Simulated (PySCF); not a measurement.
In(Cl)(Me)(OH) (CH4ClInO), SMILES [CH3][In]([OH])[Cl]. Atoms are numbered in the order given.

```xyz
8

In     0.0557    -0.2739     0.0000
Cl    -0.4580     2.0523     0.0000
C     -1.4444    -1.8179     0.0000
H     -2.0676    -1.7030     0.8973
H     -0.9527    -2.7993     0.0000
H     -2.0676    -1.7030    -0.8973
O      2.0354    -0.5765     0.0000
H      2.5268     0.2576     0.0000
```

The structure is a stationary point at B3LYP-D3(BJ)/def2-SVP. The structure was generated by enumeration; whether it is a known compound was not checked. The def2 effective core potentials stand for the cores of In; spin–orbit coupling is left out. One conformer was computed; it need not be the lowest.

Computed with r2SCAN/def2-TZVP run with PySCF.

ESP charges are fitted to the potential on shells at 1.4 to 2.0 van der Waals radii. Atomic charges (e):

```csv
atom,Löwdin,ESP fit,Mulliken
In1,0.23,0.86,0.86
Cl2,0.02,-0.39,-0.42
C3,-0.50,-0.59,-0.56
H4,0.14,0.15,0.15
H5,0.13,0.18,0.15
H6,0.14,0.15,0.15
O7,-0.32,-0.71,-0.66
H8,0.16,0.36,0.32
```
